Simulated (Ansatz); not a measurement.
A nudged elastic band was laid between two geometries of BFGeH4O (8 atoms, charge 0, multiplicity 1).

All numbers below come from RHF/def2-SVP (Ansatz 0.2.0).

```
movable images  : 7
climbing image  : yes
spring          : 2.0 to 10.0 eV/Å², energy-weighted
optimiser       : quadratic models (default)
start path      : through a guess of the saddle point
force threshold : 0.03 eV/Å
iteration limit : 60
end points      : relaxed
```

Image 0:

```xyz
8
Properties=species:S:1:pos:R:3
B -0.673 1.418 -0.291
O -0.777 0.109 0.002
Ge 0.434 -1.129 0.308
F 1.073 -1.546 -1.233
H -1.675 2.041 -0.519
H 0.407 1.958 -0.312
H 1.582 -0.562 1.128
H -0.278 -2.346 0.862
```

Image 8:

```xyz
8
Properties=species:S:1:pos:R:3
B -0.798 1.337 -0.336
O 0.172 0.699 0.343
Ge 0.650 -0.993 0.386
F 1.401 -1.305 -1.129
H -0.889 2.530 -0.233
H -1.570 0.717 -1.028
H 1.699 -1.150 1.469
H -0.573 -1.891 0.472
```

Q: Which bonds break or form, and what moves?

A: No bond is made or broken. The dihedral B1–O2–Ge3–F4 goes from -76 to 72°.

Q: What energy profile does the band end with?

A: The run converged. The highest image is number 4 of 0 to 8, 0.012 eV above the ends, which have the same energy within 2 meV. Another band between the same ends (7 images) ends at a top of the same energy, where a vibrational analysis finds no clearly imaginary modes.

```tsv
image	path coordinate (Å)	energy (eV)	dihedral B1–O2–Ge3–F4 (°)
0	0.00	0.000	-76
1	0.70	0.005	-50
2	1.15	0.009	-32
3	1.54	0.011	-16
4	1.90	0.012	0
5	2.27	0.012	15
6	2.64	0.010	30
7	3.08	0.006	47
8	3.72	0.000	72
```

Q: What is the geometry of the highest image?

A: 
```xyz
8
Properties=species:S:1:pos:R:3
B -0.733 1.404 -0.323
O -0.530 0.301 0.420
Ge 0.499 -1.120 0.375
F 1.471 -0.992 -1.038
H -1.568 2.188 0.042
H -0.097 1.600 -1.326
H 1.426 -1.088 1.575
H -0.375 -2.350 0.219
```

The run took 6.1 min on 1 thread of Arm Neoverse V2, on a shared host, peak memory 0.28 GiB.
